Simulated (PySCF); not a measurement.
Exercise with solution: oscillator strength and radiative lifetime

Si(H)2(OH)(SMe) (CH6OSSi), SMILES CS[SiH2]O.

Coordinates come from a PBE0-D3(BJ)/def2-SVP optimisation. The values are those of a single conformer.

TDA-PBE/def2-SVPD (PySCF 2.14.0) puts the first singlet state with f over 0.02 at 5.08 eV (vertical), with the transition dipole (-0.383, 0.160, -0.113) in atomic units.

Task: Find the oscillator strength, the wavelength and the radiative lifetime that this transition would have in vacuum if emission retraced absorption.

Result: 
|μ|² = 0.1851 au, so |μ| = 1.09 D. ΔE = 5.08/27.211 = 0.1867 hartree. f = (2/3) ΔE |μ|² = 0.023 (the program prints 0.023).
λ = 1239.84/5.08 = 244 nm; ν = 40973 cm⁻¹.
Einstein's coefficient A = 0.6670 ν² f s⁻¹ (ν in cm⁻¹) = 2.6e7 s⁻¹, so τ = 1/A = 39 ns. This state is S1. The figure is the radiative limit of this one transition; relaxation, internal conversion, crossing to triplets and a medium change what is measured.
